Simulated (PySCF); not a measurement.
**Magnetic susceptibility: SMILES C=C(/C=C(\F)CCl)OC, C₆H₈ClFO**

Cartesian coordinates in Å; atom numbers follow the order of the lines, from 1:
```xyz
17

C    -1.356    0.645    1.537
C    -0.698    0.188    0.466
C     0.760    0.142    0.466
C     1.555   -0.266   -0.520
F     1.081   -0.721   -1.699
C     3.054   -0.301   -0.539
Cl    3.780    0.291    0.963
O    -1.262   -0.256   -0.687
C    -2.662   -0.220   -0.792
H    -0.815    0.974    2.403
H    -2.427    0.707    1.589
H     1.231    0.486    1.372
H     3.426    0.324   -1.356
H     3.399   -1.327   -0.694
H    -2.894   -0.608   -1.782
H    -3.137   -0.849   -0.032
H    -3.041    0.803   -0.704
```

Level of theory: GIAO KT3/pcSseg-1 magnetisability, rotational g tensor and spin-rotation constants, non-relativistic, gas phase (PySCF 2.14.0). Geometry: GFN2-xTB.

Question: What are the magnetisability and the molar susceptibility?

Answer: Isotropic -1407 × 10⁻³⁰ J/T², or -84.8 × 10⁻⁶ cm³/mol; principal values -1528, -1377, -1318 × 10⁻³⁰ J/T², anisotropy 188 × 10⁻³⁰ J/T² (root of half the summed squared differences of the principal values). The susceptibility is in cgs units.

Question: Split it along the inertial axes a, b, c into diamagnetic and paramagnetic parts about the centre of mass, with the quadrupole moment.

Answer: 
```tsv
axis	χ (10⁻⁶ cm³/mol)	diamagnetic (10⁻⁶ cm³/mol)	paramagnetic (10⁻⁶ cm³/mol)	summed x² of all electrons (Å²)	quadrupole Θ (D Å)
a	-82.9	-521.7	438.8	418.6	+7.70
b	-79.4	-1843.6	1764.2	107.0	-1.80
c	-92.0	-2230.1	2138.1	15.9	-5.90
```
Anisotropies 2χaa − χbb − χcc = +5.6 and 2χbb − χaa − χcc = +16.2 × 10⁻⁶ cm³/mol. Θ is traceless in Buckingham's convention.

Question: And the rotational g tensor?

Answer: 
```
axis  rotational constant (GHz)        g  nuclear part  electronic part
   a                     2.8673  -0.0307        0.5604          -0.5911
   b                     0.6676  -0.0065        0.5468          -0.5533
   c                     0.5453  -0.0015        0.5462          -0.5477
```
Asymmetric top; isotopes 12C, 35Cl, 19F, 1H, 16O; no vibrational averaging.
